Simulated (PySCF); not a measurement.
CBr2, SMILES Br[C]Br (connectivity only; charge and spin as stated), neutral, multiplicity 1. Atoms are numbered in the order given.

```xyz
3

C      0.0000     0.0000     0.9975
Br     0.0000    -1.5598    -0.0855
Br     0.0000     1.5598    -0.0855
```
Charge 0, spin multiplicity 1.

Geometry optimised at B3LYP-D3(BJ)/def2-TZVP.

Level of theory: PySCF with TDA-LC-ωPBE/def2-SVPD.

Vertical excitations. The molecule is in vacuum. State labels are in the subgroup C2v.

```csv
state,symmetry,energy (eV),λ (nm),f,main pairs
S1,B1,2.11,588,0.002,HOMO→LUMO 98 %
S2,A2,3.77,329,0.000,HOMO−1→LUMO 99 %
S3,B2,4.90,253,0.101,HOMO−2→LUMO 88 %
S4,A1,4.95,250,0.010,HOMO→LUMO+1 82 %
S5,B1,5.84,212,0.002,HOMO−4→LUMO 98 %
S6,B2,6.19,200,0.004,"HOMO−1→LUMO+1 63 %, HOMO→LUMO+2 15 %, HOMO→LUMO+5 11 %"
S7,A2,6.70,185,0.000,"HOMO−2→LUMO+1 71 %, HOMO−5→LUMO 19 %"
S8,A1,6.71,185,0.042,HOMO−3→LUMO 73 %
S9,A2,6.83,182,0.000,"HOMO−5→LUMO 78 %, HOMO−2→LUMO+1 17 %"
S10,B2,7.57,164,0.466,"HOMO→LUMO+2 43 %, HOMO−1→LUMO+1 18 %, HOMO→LUMO+5 12 %, HOMO−1→LUMO+3 9 %"
T1,B1,0.51,2440,0,HOMO→LUMO 92 %
T2,A2,3.55,350,0,HOMO−1→LUMO 99 %
T3,B2,3.77,329,0,HOMO−2→LUMO 99 %
T4,A1,4.13,300,0,HOMO→LUMO+1 86 %
```
Triplets are in the Tamm–Dancoff approximation.
